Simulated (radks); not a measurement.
Values are calculated unless marked as measured or tabulated.
Task: Spherical quantum dot in the effective-mass picture: electrons in a hard-walled sphere of radius 1.51, all in effective atomic units (hartree* = m*/eps^2 hartree, bohr* = eps/m* bohr), one dielectric constant everywhere. Level of theory: non-relativistic Kohn-Sham, LDA (Slater exchange, Perdew-Wang correlation), spin-polarised, spherical densities (a radial shooting solver with Libxc functionals). Levels are named by radial order and angular momentum (1s, 1p, 1d, 2s, ...), and open shells are averaged over m. At N = 30 the configuration is 1s2 1p6 1d10 2s(up 1, down 0) 1f(up 7, down 4). Does electron 31 go into 2s down or 1f down or 1g up?

Result: Into 1f down. The total energies of the other choices lie higher by 0.411 hartree* (2s down), 3.46 hartree* (1g up). A rearrangement to 1s2 1p6 1d10 1f(up 7, down 6) is lower still, by 0.0578 hartree*.
